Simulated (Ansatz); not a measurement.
Ansatz (a first-principles code) input:

Ansatz 0.2 input:
```yaml
crystal:
  periodic: [false, false, false]
  atoms:
    - {symbol: B, position_ang: [0.14414957, -0.00616732, -0.00768719]}
    - {symbol: H, position_ang: [-0.40731316, -1.05719127, -0.00044344]}
    - {symbol: H, position_ang: [-0.31343467, 1.08802789, 0.03887940]}
basis:
  gaussian:
    orbitals: aug-cc-pVDZ
magnetization: {spin_polarized: true, initial_magnetization: 1}
correlation: {method: ccsd_t, electrons: outside_noble_gas}
output: {forces: true}
```

### Question
Which total energy does the run end on?

### Answer
-25.84378 Eh (CCSD(T)/aug-cc-pVDZ). The basis has 41 functions.
